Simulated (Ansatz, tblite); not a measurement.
Forces on the cluster GaSn6⁺ at its B3LYP-D4/def2-SVP geometry. Charge 1, multiplicity 1.

In the def2 sets Sn takes a core potential; there is no spin–orbit coupling. The xTB rows come from tblite. The restricted singlet is unstable towards broken spin symmetry in Hartree–Fock (as tested in another run); at PBE-D4/def2-TZVP this wasn't settled. The structure comes from a short search, and lower isomers may exist.

GFN1-xTB (tblite), largest force 1.68 eV/Å:

```xyz
7
positions Å, forces eV/Å
Ga   -1.238   -1.443    3.006    0.299    0.362   -0.736
Sn   -1.478   -1.450   -0.094    1.035    0.997    0.211
Sn   -1.072    1.461   -0.350    0.944   -0.786   -0.239
Sn   -0.185   -0.028   -2.813    0.256    0.171    1.644
Sn    1.420   -1.052   -0.482   -0.793    0.963   -0.140
Sn    1.817    1.866   -1.093   -1.142   -1.153    0.442
Sn    0.736    0.646    1.827   -0.599   -0.554   -1.182
```

GFN2-xTB (tblite), largest force 1.19 eV/Å:

```
Ga -0.141 -0.169 0.348
Sn 0.537 0.543 -0.136
Sn 0.787 -0.879 0.058
Sn 0.061 0.045 0.273
Sn -0.872 0.792 0.148
Sn -0.202 -0.204 0.048
Sn -0.170 -0.128 -0.739
```

PBE-D4/def2-TZVP (Ansatz), largest force 0.30 eV/Å:

```
Ga 0.102 0.122 -0.252
Sn 0.153 0.140 0.137
Sn 0.219 -0.205 -0.039
Sn 0.020 0.011 0.209
Sn -0.204 0.219 -0.011
Sn -0.143 -0.144 0.077
Sn -0.146 -0.145 -0.121
```
